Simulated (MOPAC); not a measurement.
MOPAC input (PM7):

```
PM7 1SCF UHF MS=0.5 GEO-OK AUX(PRECISION=9) THREADS=1
HCl2Ge

Ge   -0.08275598 1    0.53781547 1    0.33165785 1
Cl    1.82797786 1   -0.31650379 1   -0.26015654 1
Cl   -1.66244819 1   -0.72097814 1   -0.47520065 1
H    -0.16581297 1    0.42709784 1    1.88802085 1
```

From the last part of the output:

```
                                                       MOPAC v23.2.5 Linux

          FINAL HEAT OF FORMATION =        -19.65831 KCAL/MOL =     -82.25037 KJ/MOL

          COSMO AREA              =        115.73 SQUARE ANGSTROMS
          COSMO VOLUME            =        105.15 CUBIC ANGSTROMS

          IONIZATION POTENTIAL    =          9.427732 EV
          ALPHA SOMO LUMO (EV)    =         -9.428 -1.972
          BETA  SOMO LUMO (EV)    =        -11.042 -2.639
          NO. OF ALPHA ELECTRONS  =         10
          NO. OF BETA  ELECTRONS  =          9
          MOLECULAR WEIGHT        =        144.5039         POINT GROUP:  Cs

          MOLECULAR DIMENSIONS (Angstroms)

            Atom       Atom       Distance
           Cl     3   Cl     2     3.52036
            H     4   Cl     2     2.45857
           Cl     3   Ge     1     0.70634

          SCF CALCULATIONS        =          1

   ATOM   CHEMICAL          X               Y               Z
  NUMBER   SYMBOL      (ANGSTROMS)     (ANGSTROMS)     (ANGSTROMS)

     1      Ge         -0.08275598  *   0.53781547  *   0.33165785  *
     2      Cl          1.82797786  *  -0.31650379  *  -0.26015654  *
     3      Cl         -1.66244819  *  -0.72097814  *  -0.47520065  *
     4       H         -0.16581297  *   0.42709784  *   1.88802085  *

                             CARTESIAN COORDINATES

   1   Ge       -0.082755980     0.537815470     0.331657850
   2   Cl        1.827977860    -0.316503790    -0.260156540
   3   Cl       -1.662448190    -0.720978140    -0.475200650
   4    H       -0.165812970     0.427097840     1.888020850

           Empirical Formula: H Ge Cl2  =     4 atoms

      MOLECULAR POINT GROUP   :   Cs

          ALPHA EIGENVALUES
 -25.64322 -25.24917 -17.54990 -13.18637 -12.92786 -12.27201 -11.54423 -11.31170
 -11.14350  -9.42773  -1.97205  -1.63659   0.90957  70.00841  70.26454  70.51891
  71.02314  71.05069  71.07563  71.12123  71.27959  71.72507  71.75416

           BETA EIGENVALUES
 -25.43762 -25.02886 -17.31378 -12.82500 -12.79113 -11.81284 -11.37976 -11.30427
 -11.04230  -2.63865  -1.62575  -1.58062   1.23912  70.02570  70.29405  70.52324
  71.02959  71.08340  71.11120  71.15001  71.31825  71.74579  71.78983

              NET ATOMIC CHARGES AND DIPOLE CONTRIBUTIONS

  ATOM NO.   TYPE          CHARGE      No. of ELECS.   s-Pop       p-Pop       d-Pop
    1         Ge           0.401688        3.5983     1.35544     2.24288
    2         Cl          -0.276019        7.2760     1.99455     5.27750     0.00397
    3         Cl          -0.276019        7.2760     1.99455     5.27750     0.00397
    4          H           0.150351        0.8496     0.84965
 DIPOLE           X         Y         Z       TOTAL
 POINT-CHG.    -0.499     2.722     2.978     4.065
 HYBRID         0.091    -0.665    -0.222     0.707
 SUM           -0.408     2.057     2.756     3.463

          ATOMIC ORBITAL ELECTRON POPULATIONS

     Atom    s        px        py        pz      x^2-y^2     xz        z^2       yz        xy
    1 Ge   1.35544   0.61732   0.74229   0.88327
    2 Cl   1.99455   1.49049   1.84929   1.93773   0.00120   0.00080   0.00053   0.00015   0.00128
    3 Cl   1.99455   1.63486   1.73877   1.90387   0.00023   0.00094   0.00031   0.00057   0.00192
    4  H   0.84965

                    (SZ)    =    0.500000
                    (S**2)  =    0.759592

          ATOMIC ORBITAL SPIN POPULATIONS

    Atom   Total    s     px     py     pz   x^2-y^2  xz     z^2    yz     xy
         Atomic
    1 Ge  0.7834  0.135  0.020  0.465  0.163
    2 Cl  0.0468  0.000 -0.000  0.048 -0.002  0.000  0.000  0.000  0.000  0.000
    3 Cl  0.0468  0.000 -0.005  0.057 -0.007  0.000  0.000  0.000  0.000  0.000
    4  H  0.1230  0.123

 **********************
 *                    *
 * JOB ENDED NORMALLY *
 *                    *
 **********************

 == MOPAC DONE ==
```

The geometry given is a B3LYP-D3(BJ)/def2-TZVP minimum.
